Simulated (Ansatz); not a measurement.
Consider the redistribution: `C[SiH2][Al]([F])[Cl]` + `N#C[Si](Cl)(C#N)C#N` → `C[SiH](Cl)[Al]([F])[Cl]` + `N#C[SiH](C#N)C#N`.

Isolated molecules relaxed with PBE0-D4/def2-TZVP in Ansatz; ΔE leaves out vibrations. CCSD(T)/CBS is the MP2 limit (def2-TZVPP, def2-QZVPP) plus CCSD(T) − MP2 in def2-TZVPP, frozen cores. Functionals use def2-TZVPP. One conformer a species, not always the lowest.

`C[SiH2][Al]([F])[Cl]`:

```xyz
10

C    -0.878   -1.212   -0.727
Si   -0.232    0.539   -0.528
Al    1.245    0.796    1.393
F     1.575   -0.480    2.382
Cl    2.161    2.610    1.892
H    -1.444   -1.520    0.155
H    -1.535   -1.279   -1.597
H    -0.056   -1.917   -0.862
H     0.523    0.963   -1.742
H    -1.360    1.500   -0.365
```

`N#C[Si](Cl)(C#N)C#N`:

Cartesian coordinates in Å:
```
N 1.807 -0.356 2.197
C 1.002 -0.304 1.376
Si -0.286 -0.235 0.084
Cl -1.796 -1.477 0.525
C 0.477 -0.692 -1.511
N 0.950 -0.989 -2.517
C -0.883 1.486 -0.039
N -1.271 2.567 -0.114
```

`C[SiH](Cl)[Al]([F])[Cl]`:

Z-matrix (Å, degrees):
```
C
Si 1 1.866
H 1 1.093 2 109.9
H 1 1.091 2 111.2 3 -120.2
H 1 1.092 2 110.1 3 119.5
Cl 2 2.069 1 109.3 3 -179.4
Al 2 2.445 1 113.3 3 60.6
H 2 1.488 1 109.7 3 -62.7
F 7 1.647 2 118.9 1 -58.7
Cl 7 2.086 2 123.8 1 120.4
```

`N#C[SiH](C#N)C#N`:

Cartesian coordinates in Å:
```
N 1.385 0.732 -2.391
C 0.937 0.510 -1.355
Si 0.258 0.180 0.312
C 0.144 -1.633 0.537
N 0.090 -2.770 0.703
C -1.434 0.875 0.389
N -2.490 1.327 0.457
H 1.111 0.778 1.349
```

Question: Is it downhill or uphill in electronic energy at CCSD(T)/CBS, and by how much? (Best estimate.)

Answer: Ansatz gave: Downhill: ΔE = -2.8 kcal/mol.

Question: What do these levels give: ωB97M-V, B2PLYP, HF/def2-TZVPP, CCSD/def2-TZVPP, MP2/def2-QZVPP, SCS-MP2/def2-QZVPP? (An estimate is asked.)

Answer: The calculation gave: ωB97M-V -2.6, B2PLYP -2.5, HF/def2-TZVPP -4.4, CCSD/def2-TZVPP -2.4, MP2/def2-QZVPP -2.2, SCS-MP2/def2-QZVPP -2.6 kcal/mol.

Largest T1 diagnostic among the species: 0.015.

In def2-TZVPP, CCSD(T) changes the Hartree–Fock value by +2.4 kcal/mol (the triples alone add +0.4 kcal/mol) and MP2 by +2.6 kcal/mol.
